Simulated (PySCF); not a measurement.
BHF2, SMILES FBF. Atoms are numbered in the order given.

```xyz
4

B      0.0000     0.0000    -0.4590
H      0.0000     0.0000    -1.6458
F      0.0000     1.1300     0.2189
F      0.0000    -1.1300     0.2189
```
Charge 0, spin multiplicity 1.

The structure is a stationary point at B3LYP-D3(BJ)/def2-TZVP.

All values below come from PBE/def2-TZVPD (PySCF).

Symmetry labels are those of the subgroup C2v that the program uses (full group C2v).

Computed valence orbital energies around the gap with their symmetry:
| orbital | symmetry | energy (eV) |
|---|---|---|
| HOMO−7 | B2 | -30.52 |
| HOMO−6 | A1 | -14.43 |
| HOMO−5 | B2 | -13.18 |
| HOMO−4 | A1 | -12.56 |
| HOMO−3 | B1 | -12.10 |
| HOMO−2 | A2 | -10.72 |
| HOMO−1 | B2 | -10.17 |
| HOMO | A1 | -9.17 |
| LUMO | B1 | -1.50 |
| LUMO+1 | A1 | -0.08 |
| LUMO+2 | A1 | 0.83 |
| LUMO+3 | B2 | 0.97 |
